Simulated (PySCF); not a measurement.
# Computed spin Hamiltonian

Compound: C6H6NOS (doublet state).
Numbering: `[CH3:1][N:2][c:3]1[cH:4][c:5](=[O:6])[cH:7][cH:8][s:9]1` (hydrogens: H10, H11, H12 on C1; H13 on C4; H14 on C7; H15 on C8)

Geometry (GFN2-xTB, Å), atoms numbered from 1 in this order:
```xyz
15
C6H6NOS angstrom
C      2.8414    0.4069    0.0403
N      1.7870   -0.4374   -0.3545
C      0.5428   -0.1988   -0.1439
C     -0.4063   -1.1273   -0.5813
C     -1.8409   -1.0703   -0.4558
O     -2.5504   -1.9770   -0.8900
C     -2.4156    0.1014    0.1984
C     -1.7164    1.1222    0.7054
S     -0.0026    1.3011    0.7080
H      3.4398    0.6310   -0.8470
H      2.5268    1.3379    0.5257
H      3.4904   -0.1610    0.7135
H     -0.0080   -1.9999   -1.0816
H     -3.4945    0.1154    0.2596
H     -2.1981    1.9637    1.1813
```

The hyperfine couplings belong to this conformer and change with its torsions.

Theory: PySCF 2.14.0, UKS B3LYP, pcH-1 on C H N O S, non-relativistic, mean-field spin-orbit, GIAO. The structure is a single GFN2-xTB conformer in the gas phase; no vibrational or solvent corrections. A GFN2-xTB geometry isn't a minimum of the functional, and hyperfine couplings can be far from their values at a DFT geometry. Stability of the SCF solution: not tested. ⟨S²⟩ is 0.780 where a pure state has 0.75.

| Property | Result |
| --- | --- |
| g1, g2, g3 | 2.00210, 2.00443, 2.00744 |
| g_iso | 2.00466 |
| Form of g | rhombic: the two nearest values differ by 44 % of g3 − g1 |
| ⟨S²⟩ | 0.7801 (exact 0.7500) |
| Total energy | -760.37235 Eh |
| Basis functions | 295 |

Isotropic coupling and dipolar principal values T1 to T3, in MHz:

```
atom  isotope  a_iso  of which spin–orbit     T1     T2    T3  Mulliken spin population
  C1      13C  -18.8                  0.0   -2.7    1.1   1.6                     -0.03
  N2      14N   18.8                  0.0  -22.4  -22.2  44.5                      0.46
  C3      13C  -50.4                  0.0  -26.5   10.2  16.2                     -0.18
  C4      13C   50.2                 -0.2  -48.6  -47.7  96.3                      0.62
  C5      13C  -28.7                  0.1  -10.6    3.3   7.3                     -0.09
  O6      17O  -13.1                 -0.5  -60.7   30.0  30.7                      0.20
  C7      13C   -1.3                  0.0   -1.0    0.4   0.6                      0.01
  C8      13C   -0.1                  0.0   -0.8    0.3   0.5                      0.00
  S9      33S   -2.4                  0.1   -4.8    2.2   2.6                     -0.02
 H10       1H   73.1                  0.0   -3.9   -2.2   6.1                      0.03
 H11       1H    0.3                  0.0   -2.7   -2.5   5.2                      0.00
 H12       1H   80.4                  0.0   -3.9   -2.1   6.1                      0.03
 H13       1H  -38.4                  0.0  -18.2   -3.3  21.5                     -0.03
 H14       1H   -1.2                  0.0   -1.4   -0.8   2.2                      0.00
 H15       1H    0.0                  0.0   -0.9   -0.8   1.7                      0.00
```

Largest spin populations (Mulliken): C4 (+0.62), N2 (+0.46), O6 (+0.20) and C3 (-0.18). Three atoms exceed +0.15. The angles at C4 add up to 360.0°, so it is planar.

The SMILES `C[N]c1cc(=O)ccs1` draws the unpaired electron on N2, whose computed spin population is only +0.46.

Axes: g3 points within 3° of the C1–N2 bond.

Under fast tumbling the dipolar parts average out, and these isotropic splittings remain: 3 × 1H (H10/H11/H12, I = 1/2, 4 lines) with 1.83 mT, 1 × 1H (H13, I = 1/2, 2 lines) with 1.37 mT, 1 × 14N (N2, I = 1, 3 lines) with 0.67 mT and 1 × 1H (H14, I = 1/2, 2 lines) with 0.04 mT.

Nuclei that the bonding pattern makes equivalent are averaged, as if the motion that swaps them (rotation, inversion, ring flip) were fast. The three 1H nuclei of mean +51.3 MHz run from 0.3 to 80.4 MHz in the frozen geometry.

The 17O coupling of O6 (-13.1 MHz) shows only in satellite lines or after enrichment, since that isotope makes up about 0.038 % of natural oxygen.

The 13C coupling of C3 (-50.4 MHz) shows only in satellite lines or after enrichment, since that isotope makes up about 1.07 % of natural carbon.

β density exceeds α density at some nuclei, such as C3 (-0.0448), C5 (-0.0255) and C1 (-0.0168), spin density in bohr⁻³. In a single determinant that takes different orbitals for the two spins, that is spin polarisation.
